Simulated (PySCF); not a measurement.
# Peak assignment

Molfile (atoms numbered from 1):
```
C5H10O2Si
     RDKit          3D

 18 17  0  0  0  0  0  0  0  0999 V2000
   -1.5384    1.4490   -0.7878 C   0  0  0  0  0  0  0  0  0  0  0  0
   -1.6136    0.5763    0.1986 C   0  0  0  0  0  0  0  0  0  0  0  0
   -1.6152   -0.9082    0.0119 C   0  0  0  0  0  0  0  0  0  0  0  0
   -0.3816   -1.5504    0.6744 C   0  0  0  0  0  0  0  0  0  0  0  0
    0.8532   -0.9884    0.0157 C   0  0  0  0  0  0  0  0  0  0  0  0
    1.3503   -1.4232   -0.9889 O   0  0  0  0  0  0  0  0  0  0  0  0
    1.3282    0.0821    0.6353 O   0  0  0  0  0  0  0  0  0  0  0  0
    2.5809    0.9854    0.0206 Si  0  0  0  0  0  4  0  0  0  0  0  0
   -1.5297    2.5111   -0.6120 H   0  0  0  0  0  0  0  0  0  0  0  0
   -1.4871    1.1343   -1.8175 H   0  0  0  0  0  0  0  0  0  0  0  0
   -1.6575    0.9131    1.2261 H   0  0  0  0  0  0  0  0  0  0  0  0
   -2.5117   -1.3362    0.4688 H   0  0  0  0  0  0  0  0  0  0  0  0
   -1.6168   -1.1524   -1.0519 H   0  0  0  0  0  0  0  0  0  0  0  0
   -0.4066   -2.6303    0.5267 H   0  0  0  0  0  0  0  0  0  0  0  0
   -0.3634   -1.3159    1.7389 H   0  0  0  0  0  0  0  0  0  0  0  0
    2.6021    2.0167    1.0478 H   0  0  0  0  0  0  0  0  0  0  0  0
    2.2095    1.4737   -1.3010 H   0  0  0  0  0  0  0  0  0  0  0  0
    3.7887    0.1696   -0.0173 H   0  0  0  0  0  0  0  0  0  0  0  0
  1  2  2  0
  2  3  1  0
  3  4  1  0
  4  5  1  0
  5  6  2  0
  5  7  1  0
  7  8  1  0
  1  9  1  0
  1 10  1  0
  2 11  1  0
  3 12  1  0
  3 13  1  0
  4 14  1  0
  4 15  1  0
  8 16  1  0
  8 17  1  0
  8 18  1  0
M  END
```

Method: geometry: GFN2-xTB, GIAO PBE0/pcSseg-1 shieldings, in PySCF (relativity neglected, in vacuum, a single conformation, one averaged value for each set of equivalent atoms).

Shifts are taken against calculated references (same method and geometry level): 13C (σref 186.93) and 1H (σref 31.72) vs TMS.

Problem. Assign these signals to the numbered atoms. 13C{1H} NMR (computed): δ 179.9 (C), 147.7 (CH), 122.8 (CH2), 40.4 (CH2), 38.2 (CH2).

Solution. 
| δ (ppm) | atoms | environment | reason |
| --- | --- | --- | --- |
| 179.9 | C5 | carbonyl carbon | – |
| 147.7 | C2 | alkene CH | as expected for a trigonal carbon in a double bond |
| 122.8 | C1 | terminal =CH2 carbon | the olefinic region |
| 40.4 | C4 | sp3 CH2 α to a carbonyl | the adjacent C=O deshields it moderately |
| 38.2 | C3 | allylic sp3 CH2 | saturated and bonded to C and H only |

Problem. Assign these signals to the numbered atoms. 1H NMR (400 MHz, computed): δ 6.20 (m, 1H), 5.43 (m, 1H), 5.31 (m, 1H), 4.69 (s, 3H), 2.51 (m, 2H), 2.43 (m, 2H).

Solution. 
| δ (ppm) | atoms | environment | reason |
| --- | --- | --- | --- |
| 6.20 | H11 | hydrogen on an alkene CH | a vinylic proton, deshielded by the sp2 carbon and the C=C anisotropy |
| 5.43 | H10 | hydrogen on a terminal =CH2 carbon | a vinylic proton, deshielded by the sp2 carbon and the C=C anisotropy |
| 5.31 | H9 | hydrogen on a terminal =CH2 carbon | – |
| 4.69 | H16/H17/H18 | hydrogen on a silicon bonded to O | – |
| 2.51 | H12/H13 | hydrogen on an allylic sp3 CH2 | allylic position |
| 2.43 | H14/H15 | hydrogen on an sp3 CH2 α to a carbonyl | α to C=O |

H12/H13 and H14/H15 lie closer than the usual error of such a calculation, so a measured spectrum could show them in the other order.

Shifts are as computed. Against solution values, carbons near 30 ppm lie about +3 ppm off and those near 130 ppm about +5 ppm. Of 1211 compounds with measured shifts, 218 miss one by over three times the rms of a fit or turn the order of signals round; such compounds aren't used in these exercises. Multiplicities follow the n + 1 count of equivalent neighbours, as no J values were calculated; m marks all less simple cases, F and P coupling included.
